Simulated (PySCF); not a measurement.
A GIAO shielding run with PySCF 2.14.0 with density-fitted response routines (density fitting, non-relativistic, gas phase) on `[O]([AlH2-][N+]#C)C`, C₂H₆AlNO:

```
$ OMP_NUM_THREADS=1 python probes_run.py task.json out

{"job": {"kind": "nmr", "xc": "PBE0", "basis": "cc-pVDZ", "pop": true}, "charge": 0, "multiplicity": 1}
C      2.568589     1.063299    -0.437811
N      1.805487     0.214559    -0.317070
Al     0.376503    -1.287584    -0.001606
O     -0.829605    -0.350441     0.798355
C     -1.894352     0.411895     0.359709
H      3.288924     1.862291    -0.548715
H      0.114056    -1.672883    -1.532180
H      1.261509    -2.200677     0.955625
H     -1.672001     1.497706     0.407285
H     -2.788322     0.245099     0.990147
H     -2.192246     0.191892    -0.686506
```

Hardware: 1 thread of an Arm Neoverse N1, shared host. The job also computes population analyses, field gradients.

**Question.** How large is the calculation?

**Answer.** 46 electrons, 104 basis functions and 591 auxiliary functions.

**Question.** How long does it take, and how much memory does it need?

**Answer.** 12 s of wall time, with 14 SCF cycles and 5 response iterations; peak memory 0.55 GiB. Times on a shared host scatter by some tens of per cent.

**Question.** And these other runs on the same molecule and hardware: GIAO shielding at PBE0/6-311+G(2d,p); GIAO shielding at PBE0/6-31G*; GIAO shielding at PBE0/IGLO-III; GIAO shielding at PBE0/aug-cc-pVDZ; GIAO shielding at PBE0/cc-pVTZ; GIAO shielding at PBE0/def2-SVP?

**Answer.** PBE0/6-311+G(2d,p): 179 functions, 23 s; PBE0/6-31G*: 86 functions, 10 s; PBE0/IGLO-III: 244 functions, 36 s; PBE0/aug-cc-pVDZ: 173 functions, 24 s; PBE0/cc-pVTZ: 238 functions, 38 s; PBE0/def2-SVP: 104 functions, 11 s.
